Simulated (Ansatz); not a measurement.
Gas-phase electronic energies from Ansatz, PBE0-D4/def2-TZVP geometries. CCSD(T)/CBS adds triple-zeta CCSD(T) − MP2 to the extrapolated MP2 energy (def2 sets, frozen cores). This one scheme is used for every species. DFT in def2-TZVPP. For As outer-core shells are correlated without core-valence functions, which leaves a few kJ/mol of doubt a bond. Scalar relativity is left out up to krypton. Each species was taken in one conformer, which may not be the lowest.

`[F][Al]([Cl])[O][SiH3]` + `[AsH3]` → `[SiH3][AsH2]` + `[OH][Al]([F])[Cl]`  (ligand exchange at the Si–O bond)

```csv
level,ΔE (kcal/mol)
PBE-D4,13.4
BLYP-D4,17.7
r2SCANh-D4,17.6
BHLYP-D4,21.4
PBE0,15.3
CAM-B3LYP,20.8
MP2/def2-TZVPP,18.8
MP2/CBS(def2),18.2
```

**Question.** What does CCSD(T)/CBS give? (Best estimate.)

**Answer.** The calculation gave: +18.4 kcal/mol. The listed levels differ from it by -5.0, -0.7, -0.8, 3.0, -3.1, 2.4, 0.4, -0.2 kcal/mol.

Largest T1 diagnostic among the species: 0.011.

From PBE to PBE0 (25 % exact exchange), in def2-TZVPP and without D4, ΔE moves by +1.8 kcal/mol. At CCSD(T), def2-SVP lies +1.7 kcal/mol from the extrapolated value and def2-TZVPP +0.6 kcal/mol.

CCSD(T)/CBS has its own doubt, a few kJ/mol and more with outer-core shells, so smaller differences from it don't rank the levels.
